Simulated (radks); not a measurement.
The numbers below are computed, except where a source is named.
Ionisation ladder of silver, from Ag IV to Ag XI. Each ion is in the ground configuration listed by NIST, and IE = E(next ion) - E(this ion). Level of theory: Dirac Kohn-Sham, PBEsol, spin-unpolarised, spherical densities, point nucleus; open shells are shared between the two j in proportion to 2j + 1 (a radial shooting solver on a logarithmic mesh with Libxc functionals).

species  configuration  IE, Delta-SCF (eV)  -e(HOMO) (eV)   HOMO  <r> HOMO (bohr)
Ag IV         [Kr] 4d8              51.689         43.447  4d5/2             1.25
Ag V          [Kr] 4d7              68.420         59.574  4d5/2             1.20
Ag VI         [Kr] 4d6              86.227         76.841  4d5/2             1.16
Ag VII        [Kr] 4d5                   ?         95.126  4d5/2             1.12
Ag VIII       [Kr] 4d4                   ?         114.34  4d5/2             1.09
Ag IX         [Kr] 4d3                   ?         134.42  4d5/2             1.06
Ag X          [Kr] 4d2              166.49         155.30  4d5/2             1.03
Ag XI         [Kr] 4d1                   ?         176.95  4d5/2             1.01

Estimate the withheld Delta-SCF values.

Answer. Ag VII: 105.01 eV (NIST 106); Ag VIII: 124.68 eV (NIST 125); Ag IX: 145.19 eV (NIST 145); Ag XI: 188.53 eV (NIST 188).

Beside tabulated values, note that spin-unpolarised runs miss the spin-polarisation part of the exchange energy of open shells.
